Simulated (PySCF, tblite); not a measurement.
Rigid-rotor lines calculated for a species of formula C4H16SSi3 (commonest isotopes; PBE0/pcSseg-1 in PySCF (dipole) on a GFN2-xTB geometry, gas phase), labelled J(Ka,Kc):

```csv
transition,MHz
"1(1,1) ← 0(0,0)",2200.7
"2(0,2) ← 1(0,1)",1521.5
"2(1,2) ← 1(1,1)",1483.6
"2(1,1) ← 1(1,0)",1560.9
"1(0,1) ← 0(0,0)",761.1
```

Q: Find the rotational constants.

A: 1(0,1) ← 0(0,0) is B + C, 2(1,1) ← 1(1,0) is 3B + C and 2(1,2) ← 1(1,1) is B + 3C, so B − C is half the difference of the last two, 38.7 MHz. 1(1,1) ← 0(0,0) is A + C. A = 1839.5, B = 399.9, C = 361.2 MHz.

Q: What moments of inertia, asymmetry and inertial defect follow?

A: I = 505379 MHz·u·Å² over each constant: Ia = 274.74, Ib = 1263.78, Ic = 1399.01 u·Å²; κ = (2B − A − C)/(A − C) = -0.948 (near-prolate asymmetric top); Δ = Ic − Ia − Ib = -139.51 u·Å².

Q: Which dipole components do these lines need?

A: μa and μb (a-type: ΔKa even, ΔKc odd; b-type: both odd). The calculation gives |μa| = 0.63 D, |μb| = 0.69 D, |μc| = 0.81 D.

Q: Where do these fall, and of which type are they? 1(1,1) ← 1(0,1); 3(3,1) ← 2(2,0); 3(3,0) ← 2(2,0); 3(1,3) ← 2(1,2); 3(1,2) ← 3(0,3); 2(2,1) ← 1(1,0); 2(2,0) ← 2(1,1); 2(2,0) ← 1(1,1); 2(2,0) ← 1(1,0); 3(2,1) ← 3(1,2).

A: 
```csv
transition,MHz,type,branch
"1(1,1) ← 1(0,1)",1440,c,Q
"3(1,2) ← 3(0,3)",1578,b,Q
"3(1,3) ← 2(1,2)",2225,a,R
"3(2,1) ← 3(1,2)",4265,b,Q
"2(2,0) ← 2(1,1)",4319,b,Q
"2(2,1) ← 1(1,0)",5880,b,R
"2(2,0) ← 1(1,0)",5880,c,R
"2(2,0) ← 1(1,1)",5919,b,R
"3(3,1) ← 2(2,0)",9578,b,R
"3(3,0) ← 2(2,0)",9578,c,R
```

Q: Which structure gave them?

A: `CC(C)CS[SiH2][SiH2][SiH3]`, point group C1. Three constants can't fix a structure by themselves; this is the one that was computed:
```
atom  x, y, z in Å
C1    -2.167    1.523    0.203
C2    -2.093    0.015   -0.009
C3    -3.493   -0.596   -0.038
C4    -1.366   -0.314   -1.308
S5     0.382    0.205   -1.303
Si6    1.325   -1.408   -0.231
Si7    3.574   -0.890   -0.172
Si8    4.108    1.328    0.250
H9    -1.171    1.959    0.167
H10   -2.771    1.984   -0.577
H11   -2.614    1.751    1.168
H12   -1.535   -0.430    0.822
H13   -3.444   -1.676   -0.160
H14   -4.070   -0.182   -0.863
H15   -4.017   -0.378    0.890
H16   -1.819    0.217   -2.145
H17   -1.390   -1.385   -1.512
H18    0.666   -1.475    1.078
H19    0.864   -2.613   -0.928
H20    4.138   -1.792    0.846
H21    4.199   -1.363   -1.417
H22    3.820    1.680    1.644
H23    3.337    2.235   -0.598
H24    5.527    1.624    0.033
```

The values belong to one conformer (point group C1) with, in the numbering `[CH3:1][CH:2]([CH3:3])[CH2:4][S:5][SiH2:6][SiH2:7][SiH3:8]`, C1–C2–C4–S5 64°, C2–C4–S5–Si6 81°, C4–S5–Si6–Si7 179°, S5–Si6–Si7–Si8 42°. Its lowest GFN2-xTB frequency is 5 cm⁻¹, too small to tell a flat minimum from a shallow saddle. Zero-point vibration and centrifugal distortion are left out. A rigid rotor knows nothing of internal rotation, which can split or shift real lines.
